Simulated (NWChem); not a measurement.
# Basis-set convergence for H$_{4}$Si$_{2}$

```xyz
6

Si    -0.1132     1.0157     0.8444
H     -0.3803     1.8741    -0.4169
Si     0.1262    -0.8706    -0.6116
H      0.8471    -0.6325    -1.9163
H     -1.3289    -1.1521    -0.9492
H      0.6809    -2.1200     0.0223
```
Charge 0, spin multiplicity 1.

The numbers come from NWChem runs, not from measurements. The geometry was optimised at PBE/def2-SVP, a minimum by its harmonic frequencies.

Quantity: dipole moment at the level B3LYP.

B3LYP has NWChem's definition, with VWN1-RPA local correlation. The Pople sets run with spherical d functions. The structure started from a generated list of species.

Relative cost: rough, from shared machines, SCF included, 3-21G = 1.

| basis | functions | dipole moment (D) | relative cost |
|---|---|---|---|
| 3-21G | 34 | 0.44 | 1 |
| 6-31+G* | 52 | 0.44 | under 3 |
| 6-311G** | 76 | 0.43 | under 3 |
| def2-SVPD | 80 | [?] | 8 |
| aug-pcseg-1 | 90 | [?] | 4 |
| def2-TZVP | 98 | 0.42 | 3 |
| pcseg-2 | 124 | 0.45 | 6 |
| cc-pVTZ | 124 | 0.41 | 9 |
| def2-TZVPP | 140 | 0.42 | 8 |
| cc-pVQZ | 238 | 0.42 | 400 |

**Question.** What belongs in the gaps?

**Answer.** 
- def2-SVPD, dipole moment (D): 0.38
- aug-pcseg-1, dipole moment (D): 0.36
